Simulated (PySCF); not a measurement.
FeF₂, SMILES [F][Fe][F] (connectivity only; charge and spin as stated), neutral, multiplicity 5. Atoms are numbered in the order given.

```xyz
3

Fe     0.0000     0.0000     0.0000
F      0.0000     0.0000    -1.7526
F      0.0000     0.0000     1.7526
```
Charge 0, spin multiplicity 5.

Geometry: PBE0-D3(BJ)/def2-TZVP. The multiplicity is an assumed one; other spin states were not compared.

Computed with PySCF with PBE0/def2-TZVPD.

Mulliken values depend strongly on the basis, most of all with diffuse functions as here. ESP charges are fitted to the potential on shells at 1.4 to 2.0 van der Waals radii. Atomic charges (e):

```csv
atom,Mulliken,meta-Löwdin,ESP fit,Mulliken spin
Fe1,1.24,1.40,0.97,3.86
F2,-0.62,-0.70,-0.48,0.07
F3,-0.62,-0.70,-0.48,0.07
```
